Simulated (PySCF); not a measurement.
Energy of Au (gold, neutral) between two integer charges

The 6s alpha orbital of [Xe] 4f14 5d10 6s1 is emptied in steps (occupation f), with all orbitals relaxed, ending at [Xe] 4f14 5d10. Calculation: PySCF 2.14, in aug-cc-pVDZ-PP with ECP60MDF (5s5p4d2f, 54 functions); scalar relativity through the core potential. The exact energy is a straight line in f; departures are measured from the line between the end points of the same method.

```csv
f,UHF (eV),LDA (eV),PBE (eV),PBE0 (eV),r2SCAN (eV),LC-wPBE (eV),BHandHLYP (eV),wB97X (eV),B3LYP (eV),TPSS (eV)
1,0.000,0.000,0.000,0.000,0.000,0.000,0.000,0.000,0.000,0.000
0.8,0.043,-0.568,-0.559,-0.401,-0.505,-0.010,-0.265,-0.059,-0.447,-0.539
0.6,0.062,-0.856,-0.843,-0.603,-0.763,-0.015,-0.399,-0.089,-0.673,-0.813
0.4,0.061,-0.859,-0.848,-0.605,-0.767,-0.015,-0.401,-0.088,-0.676,-0.818
0.2,0.039,-0.575,-0.568,-0.405,-0.513,-0.011,-0.269,-0.058,-0.452,-0.548
0,0.000,0.000,0.000,0.000,0.000,0.000,0.000,0.000,0.000,0.000
```

```json
{"method": "UHF", "E(f=0) − E(f=1) (eV)": "7.680", "−ε at f=1 (eV)": "7.953", "−ε at f=0.4 (eV)": "7.622"}
{"method": "LDA", "E(f=0) − E(f=1) (eV)": "9.890", "−ε at f=1 (eV)": "6.356", "−ε at f=0.4 (eV)": "10.591"}
{"method": "PBE", "E(f=0) − E(f=1) (eV)": "9.531", "−ε at f=1 (eV)": "6.057", "−ε at f=0.4 (eV)": "10.216"}
{"method": "PBE0", "E(f=0) − E(f=1) (eV)": "9.212", "−ε at f=1 (eV)": "6.716", "−ε at f=0.4 (eV)": "9.708"}
{"method": "r2SCAN", "E(f=0) − E(f=1) (eV)": "9.479", "−ε at f=1 (eV)": "6.345", "−ε at f=0.4 (eV)": "10.102"}
{"method": "LC-wPBE", "E(f=0) − E(f=1) (eV)": "8.887", "−ε at f=1 (eV)": "8.825", "−ε at f=0.4 (eV)": "8.896"}
{"method": "BHandHLYP", "E(f=0) − E(f=1) (eV)": "8.906", "−ε at f=1 (eV)": "7.258", "−ε at f=0.4 (eV)": "9.230"}
{"method": "wB97X", "E(f=0) − E(f=1) (eV)": "8.878", "−ε at f=1 (eV)": "8.511", "−ε at f=0.4 (eV)": "8.955"}
{"method": "B3LYP", "E(f=0) − E(f=1) (eV)": "9.416", "−ε at f=1 (eV)": "6.637", "−ε at f=0.4 (eV)": "9.965"}
{"method": "TPSS", "E(f=0) − E(f=1) (eV)": "9.348", "−ε at f=1 (eV)": "5.994", "−ε at f=0.4 (eV)": "10.007"}
```

Orbital energy along the path (eV):

```tsv
f	UHF	LDA	PBE	PBE0	r2SCAN	LC-wPBE	BHandHLYP	wB97X	B3LYP	TPSS
1	-7.953	-6.356	-6.057	-6.716	-6.345	-8.825	-7.258	-8.511	-6.637	-5.994
0.8	-7.834	-7.746	-7.419	-7.702	-7.565	-8.849	-7.907	-8.655	-7.731	-7.312
0.6	-7.724	-9.160	-8.806	-8.699	-8.822	-8.873	-8.564	-8.805	-8.841	-8.649
0.4	-7.622	-10.591	-10.216	-9.708	-10.102	-8.896	-9.230	-8.955	-9.965	-10.007
0.2	-7.528	-12.036	-11.647	-10.725	-11.395	-8.923	-9.906	-9.101	-11.102	-11.388
0	-7.439	-13.489	-13.094	-11.746	-12.697	-8.958	-10.595	-9.234	-12.252	-12.797
```

Reference removal energy between the ground levels: 9.226 eV (measured; NIST Atomic Spectra Database, ionization energies). UHF lacks correlation.
